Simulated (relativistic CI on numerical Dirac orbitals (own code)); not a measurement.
**Sensitivity of the levels of Nd I to α and to the nuclear radius**

Calculated at this level of theory: Dirac-Coulomb-Breit CI, separate exchange-only KLI orbitals for each configuration, valence Slater integrals scaled by 0.85, P86 correlation energy added to each configuration, derivatives by finite differences, QED left out (own radial code, finite nucleus).

CI space (outside the closed core [Xe]): 4f⁴6s², 4f³6s²5d, 4f³6s²6p, 4f³6s7s², 4f⁴7s². Levels of other configurations are missing.

With x = (α/α₀)² − 1 an excitation energy changes as ω = ω₀ + qx; K = 2q/ω₀ is the relative enhancement. Terms are leading LS components, so labels can repeat. The field-shift factor is F = δν/δ⟨r²⟩ for the transition from the lowest level.

Lowest level 4f³6s²5d ⁵L°6.

| Level | ω₀ (cm⁻¹) | q (cm⁻¹) | K | F (GHz/fm²) |
| --- | --- | --- | --- | --- |
| 4f³6s²5d ⁵K°5 | 352.3 | 337.7 | 1.92 | -0.0171 |
| 4f³6s²5d ⁵L°7 | 1619.1 | 1558 | 1.93 | 0.105 |
| 4f³6s²5d ⁵K°6 | 1826.3 | 1782 | 1.95 | 0.077 |
| 4f³6s²5d ⁵L°8 | 3366.4 | 3174 | 1.89 | 0.209 |
| 4f³6s²5d ⁵K°7 | 3391.6 | 3200 | 1.89 | 0.162 |
| 4f⁴6s² ⁵I4 | 4253.0 | 27120 | 12.8 | -9.72 |
| 4f³6s²5d ⁵I°4 | 4699.8 | 1217 | 0.518 | 0.0707 |
| 4f³6s²5d ³I°5 | 4890.1 | 1264 | 0.517 | 0.196 |
| 4f³6s²5d ⁵K°8 | 5046.2 | 4625 | 1.83 | 0.239 |
| 4f³6s²5d ⁵H°3 | 5213.7 | 796 | 0.305 | 0.164 |
| 4f³6s²5d ⁵L°9 | 5215.7 | 4796 | 1.84 | 0.31 |
| 4f⁴6s² ⁵I5 | 5422.9 | 28340 | 10.5 | -9.71 |
| 4f³6s²5d ⁵H°4 | 5775.7 | 1236 | 0.428 | 0.213 |

Correlation outside the listed configurations is missing or only estimated: errors of thousands of cm⁻¹ between configurations and terms are usual at this charge. Rates and lifetimes follow the computed energies and can be off by large factors. The fine structure of a lone outer electron comes out too small, for d and f at times inverted, and misplaced configurations move strength between like terms. The computed lowest level isn't the tabulated ground level, which NIST ASD gives as 4f4 6s2 5I4.
